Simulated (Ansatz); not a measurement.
Computed with Ansatz on PBE0-D4/def2-TZVP structures; ΔE is electronic, products minus reactants. CCSD(T)/CBS adds triple-zeta CCSD(T) − MP2 to the extrapolated MP2 energy (def2 sets, frozen cores). Functionals use def2-TZVPP. B3LYP here is the variant with VWN-RPA as its local correlation; programs differ in this. For Ge outer-core shells are correlated without core-valence functions, which leaves a few kJ/mol of doubt a bond. Scalar relativity is left out up to krypton. Each species was taken in one conformer, which may not be the lowest.

Consider the cleavage of the Ge–Ge bond: `[OH][GeH]([OH])[GeH3]` + `N[SiH2]S` → `N[SiH2][S][GeH3]` + `[OH][GeH2][OH]`.

`[OH][GeH]([OH])[GeH3]`:

```xyz
10

O     0.870    1.376    1.170
Ge   -0.369    0.245    0.556
O    -0.316   -1.203    1.586
Ge    0.237   -0.528   -1.654
H     0.491    2.198    1.486
H    -1.738    0.956    0.707
H    -0.268   -0.987    2.521
H    -0.738   -1.622   -2.109
H     0.164    0.649   -2.639
H     1.665   -1.084   -1.623
```

`N[SiH2]S`:

Z-matrix (Å, degrees):
```
Si
S 1 2.151
N 1 1.706 2 111.5
H 1 1.484 2 111.6 3 -117.8
H 1 1.485 2 105.8 3 122.4
H 2 1.343 1 94.3 3 -148.1
H 3 1.006 1 122.1 2 53.2
H 3 1.006 1 120.4 2 -98.6
```

`N[SiH2][S][GeH3]`:

Z-matrix (Å, degrees):
```
Si
S 1 2.147
N 1 1.708 2 113.0
H 1 1.484 2 109.4 3 119.4
H 1 1.486 2 107.5 3 -120.8
Ge 2 2.223 1 97.0 3 165.2
H 3 1.008 1 120.3 2 -64.4
H 3 1.007 1 119.6 2 79.7
H 6 1.533 2 106.4 1 162.7
H 6 1.538 2 109.6 1 43.2
H 6 1.536 2 110.1 1 -77.4
```

`[OH][GeH2][OH]`:

Z-matrix (Å, degrees):
```
Ge
O 1 1.773
O 1 1.776 2 110.8
H 1 1.525 2 104.9 3 114.7
H 1 1.543 2 109.7 3 -119.9
H 2 0.959 1 113.6 3 70.1
H 3 0.959 1 113.3 2 -91.5
```

Question: Is it downhill or uphill in electronic energy at CCSD(T)/CBS, and by how much? (Best estimate.)

Answer: Computed: Downhill: ΔE = -0.26 eV.

Question: What do these levels give: r2SCAN-D4, PBE0-D4, B3LYP-D4, B2PLYP, r2SCAN, PBE0, SCS-MP2/def2-TZVPP, CCSD/def2-TZVPP, CCSD(T)/def2-TZVPP, HF/def2-QZVPP, HF/CBS(def2), MP2/CBS(def2)? (Best estimate.)

Answer: Computed: r2SCAN-D4 -0.24, PBE0-D4 -0.23, B3LYP-D4 -0.21, B2PLYP -0.24, r2SCAN -0.24, PBE0 -0.21, SCS-MP2/def2-TZVPP -0.32, CCSD/def2-TZVPP -0.25, CCSD(T)/def2-TZVPP -0.26, HF/def2-QZVPP -0.33, HF/CBS(def2) -0.33, MP2/CBS(def2) -0.32 eV.

Largest T1 diagnostic among the species: 0.012.

The D4 term adds −0.03 eV with B3LYP and −0.02 eV with PBE0; it sums over pairs of atoms, weighted by their polarisabilities, and B3LYP, whose exchange is more repulsive, gets the larger term. From PBE to PBE0 (25 % exact exchange), in def2-TZVPP and without D4, ΔE moves by −0.04 eV.
